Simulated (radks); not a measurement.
All-electron atom: Ca6+ in [Ne] 3s1 3p(1/2: 2, 3/2: 1) (not the ground configuration).

Method: Dirac Kohn-Sham, BLYP, spin-unpolarised, spherical densities, finite nucleus; Fermi nuclear charge, rms radius 3.4776 fm; computed with a radial shooting solver on a logarithmic mesh with Libxc functionals.

Energy parts (hartree):
total: -667.69817
kinetic: 673.18114
electron-nucleus: -1532.51168
Hartree: 224.80588
exchange-correlation: -33.17352

Orbitals (lengths in bohr, moments of r in powers of bohr; <r^-3> diverges for s and p1/2):
orbital  occ.  eigenvalue (hartree)      <r>     <r^2>  <r^-3>
1s1/2       2             -149.3351  0.07682  0.007938       -
2s1/2       2             -19.16589   0.3627    0.1557       -
2p1/2       2             -16.36369   0.3239    0.1298       -
2p3/2       4             -16.22627   0.3264    0.1316   186.6
3s1/2       1              -5.02738    1.045     1.244       -
3p1/2       2              -4.27608    1.080     1.347       -
3p3/2       1              -4.25582    1.085     1.359   27.60

The highest occupied level is 3p3/2 at -115.81 eV. Summed over all electrons, <r^2> = 6.409 bohr^2, which gives a Langevin (diamagnetic) susceptibility term of -5.08 x 10^-6 cm^3/mol. The density falls to 0.001 e/bohr^3 at r = 2.41 bohr. The electron density at the nucleus is 6147 e/bohr^3.
